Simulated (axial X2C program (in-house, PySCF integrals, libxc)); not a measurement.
**NaBi⁺: cheaper levels and CCSD(T), two-component**

Calculated with an axial X2C code built on PySCF integrals. Two-component (2c) means X2C with spin–orbit coupling and atomic mean-field two-electron Coulomb and Gaunt terms. Basis: Bi dyall-cv3z [12s14p10d6f1g], Na dyall-cv3z [9s8p5d2f] (cores contracted in-house); Gaussian nuclei, density fitting, unrestricted open shells. Masses: Bi 208.980 u, Na 22.990 u.

State: Ω = 1/2 (⟨Sz⟩ = 0.14, ⟨Lz⟩ = 0.36 at HF); fragments Bi + Na+.

```json
{"level": "PBE0", "Re (Å)": "3.323", "ωe (cm⁻¹)": "115.2", "De (eV)": "0.456"}
{"level": "HF", "Re (Å)": "3.396", "ωe (cm⁻¹)": "110.3", "De (eV)": "0.130"}
{"level": "MP2", "Re (Å)": "3.392", "ωe (cm⁻¹)": "110.2", "De (eV)": "0.261"}
{"level": "CCSD", "Re (Å)": "3.391", "ωe (cm⁻¹)": "109.6", "De (eV)": "0.382"}
{"level": "PBE50", "Re (Å)": "3.301", "ωe (cm⁻¹)": "118.9", "De (eV)": "0.404"}
```

Correlated methods: 5 electrons correlated (number of frozen shells: Bi 5 s, 4 p, 3 d, 1 f; Na 2 s, 1 p), 271 virtual spin orbitals or spinors in MP2, 63 natural virtuals in coupled cluster.

CCSD(T), same Hamiltonian and basis:

Re = 3.392 Å, ωe = 109.3 cm⁻¹, De = 0.39 eV; T1 = 0.010 (Lee–Taylor normalisation).

(1) Give the differences from CCSD(T) in the columns below.

The state is one determinant whose occupation by symmetry is held fixed; it was picked as the lowest of a PBE0 search that is not exhaustive. De is counted from the lowest determinant-based energies of the atoms at the same level, without counterpoise correction. Density functionals use the spin component along the axis (collinear). CCSD and (T) use frozen natural virtuals with an MP2 correction for the truncation; (T) itself is uncorrected, so its De runs slightly low. The functionals have no current-density term, which raises determinants with orbital currents, atoms included. With the outer-core shells frozen, correlated bond lengths of heavy atoms tend to come out a few hundredths of an ångström too long. The lowest spin-free determinant has another configuration (M_S = 3/2, Λ = 0), so the order of states is uncertain and this need not be the ground state.

## Answers

(1) 

| level | ΔRe (Å) | Δωe (cm⁻¹) | ΔDe (eV) |
| --- | --- | --- | --- |
| PBE0 | -0.069 | 5.9 | 0.07 |
| HF | 0.004 | 1.0 | -0.26 |
| MP2 | 0.000 | 0.9 | -0.13 |
| CCSD | -0.001 | 0.3 | -0.01 |
| PBE50 | -0.091 | 9.6 | 0.01 |
